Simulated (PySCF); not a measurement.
Computed properties of H₄O₂SSi, SMILES O[SiH](O)S

Si(H)(OH)2(SH) (H4O2SSi), SMILES S[SiH](O)O. Geometry: TPSSh-D3(BJ)/def2-SVP. One conformer was computed; it need not be the lowest. All values are computed for the isolated molecule unless a solvent is named; none is compared with measurement here.

**Structure.** All 18 harmonic modes at TPSSh-D3(BJ)/def2-SVP (PySCF) are real, so it is a minimum. With heavy atoms numbered as in [SiH:1]([OH:2])([OH:3])[SH:4], the shortest bond between them is Si1–O2 at 1.653 Å and the longest Si1–S4 at 2.158 Å.

**Vibrations.** The strongest infrared lines (harmonic, unscaled, degenerate partners summed) lie at 866 cm⁻¹ (316 km/mol, H 44 %, O 29 %, Si 27 %), 973 cm⁻¹ (174 km/mol, Si 47 %, O 34 %, H 19 %), 777 cm⁻¹ (150 km/mol, H 82 %, O 15 %). The softest mode is at 145 cm⁻¹ and the zero-point energy is 29.3 kcal/mol.

**Electronic structure.** CAM-B3LYP/def2-TZVP (PySCF) places the frontier levels at -9.02 and 1.10 eV, a gap of 10.12 eV, and gives a dipole moment of 0.97 D and a mean polarisability of 48.9 bohr³.

**Excitations.** TDDFT-CAM-B3LYP/def2-SVPD (PySCF) has S1 at 6.12 eV (203 nm, f = 0.014, weak); the most intense of the 10 singlets computed lies at 8.37 eV (f = 0.07). T1 (TDA) is at 5.70 eV. No vertical singlet excitation falls in the visible range (under 3.1 eV).

**NMR.** GIAO shifts at B3LYP/pcSseg-1 (PySCF) (non-relativistic, atoms alike by connectivity averaged): ¹H from 0.9 to 5.4 ppm against TMS; ²⁹Si at -18.6 ppm against TMS.
